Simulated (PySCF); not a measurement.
Radial density of Hf⁴⁹⁺ (hafnium, charge +49)

UHF, [Ar] 3d5, high-spin 6S determinant. Computed with PySCF 2.14 in an uncontracted even-tempered set (17 s from 11 bohr⁻², ratio 2.5; 13 p from 14 bohr⁻², ratio 2.5; 7 d from 14 bohr⁻², ratio 2.5; 4 f from 55 bohr⁻², ratio 2.7; 3 g from 82 bohr⁻², ratio 2.7), with scalar relativity by spin-free X2C-1e.

```csv
r (bohr),4πr²ρ (e/bohr),4πr²(ρα − ρβ)
0.0162,95.12,0.0155
0.0273,86.13,0.2413
0.0459,118.2,2.2376
0.0772,104.6,12.2928
0.130,73.90,29.8289
0.218,63.21,19.0249
0.367,4.825,1.3140
0.618,0.01610,0.0049
```

Densities and radii are taken from the X2C orbitals without a picture-change correction, which distorts them close to the nucleus.

Spin-orbit coupling, which splits the p, d and f shells strongly at this Z, is absent. Spin-orbit coupling is strong in this species (close to jj coupling), so the high-spin LS determinant is a model state, not a physical level.
